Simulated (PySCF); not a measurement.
# Bond length, frequency and bond energy of AsSe⁺ by level of theory

State: ¹Σ⁺ (singlet), closed shell. Set-up: As cc-pVDZ-PP with ECP10, Se cc-pVDZ-PP with ECP10; scalar-relativistic core potentials (PySCF 2.14). De refers to As + Se⁺ in their high-spin ground configurations, without counterpoise correction. A positive dipole points towards Se; it is taken about the centre of mass and depends on that origin.

```json
{"Level": "RHF", "Re (Å)": "2.029", "ωe (cm⁻¹)": "535", "De (eV)": "1.62", "μ (D)": "-1.81"}
{"Level": "RHF-MP2", "Re (Å)": "2.119", "ωe (cm⁻¹)": "415", "De (eV)": "4.59", "μ (D)": "n/a"}
{"Level": "RHF-SCS-MP2", "Re (Å)": "2.113", "ωe (cm⁻¹)": "423", "De (eV)": "4.49", "μ (D)": "n/a"}
{"Level": "RHF-CCSD", "Re (Å)": "2.087", "ωe (cm⁻¹)": "465", "De (eV)": "4.06", "μ (D)": "n/a"}
{"Level": "RHF-CCSD(T)", "Re (Å)": "2.108", "ωe (cm⁻¹)": "435", "De (eV)": "4.42", "μ (D)": "n/a"}
{"Level": "PBE", "Re (Å)": "2.102", "ωe (cm⁻¹)": "446", "De (eV)": "5.76", "μ (D)": "-1.35"}
{"Level": "revPBE", "Re (Å)": "2.106", "ωe (cm⁻¹)": "443", "De (eV)": "5.43", "μ (D)": "-1.36"}
{"Level": "r²SCAN", "Re (Å)": "2.076", "ωe (cm⁻¹)": "469", "De (eV)": "5.30", "μ (D)": "-1.35"}
{"Level": "PBE0", "Re (Å)": "2.068", "ωe (cm⁻¹)": "482", "De (eV)": "5.12", "μ (D)": "-1.45"}
{"Level": "B97-3", "Re (Å)": "2.076", "ωe (cm⁻¹)": "476", "De (eV)": "5.30", "μ (D)": "-1.54"}
{"Level": "M06-2X", "Re (Å)": "2.066", "ωe (cm⁻¹)": "495", "De (eV)": "4.55", "μ (D)": "-1.62"}
{"Level": "LC-ωPBE", "Re (Å)": "2.030", "ωe (cm⁻¹)": "529", "De (eV)": "4.51", "μ (D)": "-1.52"}
```

Task: Which functional lies closest to RHF-CCSD(T) in De, which farthest, and by how much do they differ from it?

Result: Closest is LC-ωPBE (-7.8 pm in Re, +21.6 % in ωe, +0.09 eV in De against RHF-CCSD(T) in the same basis), farthest PBE (-0.6 pm in Re, +2.5 % in ωe, +1.34 eV in De). CCSD(T) converges more slowly with the basis than the functionals do and binds too weakly in this one, so the order can change at the basis-set limit.

Task: What does a quarter of exact exchange do here, going from PBE to PBE0?

Result: PBE0 less PBE: -3.4 pm in Re, +8.1 % in ωe, -0.64 eV in De. Exact exchange removes part of the self-interaction that spreads semilocal densities, and in most molecules shortens and stiffens the bond and lowers De; so it does here.

Task: What does the step from GGA to meta-GGA do here, going from PBE to r²SCAN?

Result: r²SCAN less PBE: -2.6 pm in Re, +5.2 % in ωe, -0.46 eV in De. 

Correlated steps freeze 8 core orbitals. Correlated levels converge slowly with the basis: in double zeta they bind strong bonds too weakly, by up to about 1 eV, and carry superposition errors of some tenths. For an ion De counts to the pair picked by the measured ionisation energies or electron affinities, which need not be the lowest pair at this level. Where the molecule has an RHF reference, its open-shell atoms are computed with UHF.
